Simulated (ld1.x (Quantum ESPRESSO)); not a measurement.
## Building the TM potential for platinum (PBEsol, scalar-relativistic).

```
Element                 : platinum
Generator               : ld1.x (Quantum ESPRESSO) 7.5
Type                    : norm-conserving Troullier–Martins (Kleinman–Bylander form)
Functional              : PBEsol
Relativity              : scalar-relativistic
Frozen core             : [Kr] 4d10 4f14 5s2
Valence charge          : 16
Reference configuration : 5p6 5d9 6s1 6p0
Partial waves           : 5p (bound): rc 1.40 bohr; 5d (bound): rc 1.45 bohr; 6s (bound): rc 1.85 bohr
Local potential         : the s channel
Core correction         : none
```

All-electron outer shells of the reference configuration (PBEsol, scalar-relativistic, ld1.x):

```tsv
shell	level (eV)	outermost node (bohr)	outermost maximum (bohr)
5s	-101.88	0.49	0.87
4f	-70.14	–	0.38
5p	-56.04	0.53	0.98
5d	-6.17	0.57	1.26
6s	-5.70	1.14	2.38
6p	-0.78	1.36	3.60
```

**Question.** Does the generator finish with these settings?

**Answer.** Yes, a potential is produced.

**Question.** Estimate the cutoffs (Ry, on a coarse ladder) from which the occupation-weighted sum of valence levels, in a spherical-Bessel basis at the reference potential, stays within 10 and 1 mRy of its value at 400 Ry.

**Answer.** 90 Ry and 120 Ry.

**Question.** What does a ghost test show?

**Answer.** No extra level below or beside the all-electron valence levels (p, d, s, f tested).

**Question.** Which valence shell sets the plane-wave cutoff?

**Answer.** 5p: its level needs 100 Ry to come within 1 mRy, against 40 Ry for 6s.

**Question.** Tests: 5p6 5d9 6s0 6p0; 5p6 5d8 6s0 6p0; 5p6 5d7 6s0 6p0; 5p6 5d8 6s2 6p0; 5p6 5d9.5 6s0.5 6p0; 5p6 5d6 6s0 6p0; 5p6 5d10 6s0 6p0. Which has the largest error in its energy relative to the reference configuration, and how large is it?

**Answer.** 5p6 5d6 6s0 6p0, with -399 meV (all-electron minus pseudo) on +107.15 eV.
